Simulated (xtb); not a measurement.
xtb input (GFN2-xTB):

```bash
xtb mol.xyz --gfn 2 --ohess tight --chrg 0 --uhf 0
```
mol.xyz:
```
8

B     -0.86148093     0.08898260    -0.04051121
N      0.81597654    -0.10364873     0.03350285
H     -1.25079831    -0.62577139    -0.87788136
H     -0.95585441     1.28556121    -0.32595915
H     -1.23449399    -0.20071276     1.08155917
H      1.00566389    -1.09062976     0.27417827
H      1.20013611     0.51688229     0.69998413
H      1.15487227     0.07230028    -0.89130857
```

End of the output:

```
           -------------------------------------------------
          | TOTAL ENERGY               -7.202431585939 Eh   |
          | TOTAL ENTHALPY             -7.130124388465 Eh   |
          | TOTAL FREE ENERGY          -7.157494344321 Eh   |
          | GRADIENT NORM               0.000295230098 Eh/α |
Note: The following floating-point exceptions are signalling: IEEE_DENORMAL
normal termination of xtb
          | HOMO-LUMO GAP               9.078756386498 eV   |
           -------------------------------------------------

------------------------------------------------------------------------
------------------------------------------------------------------------
 total:
 SCF:
 ANC optimizer:
 analytical hessian:
```
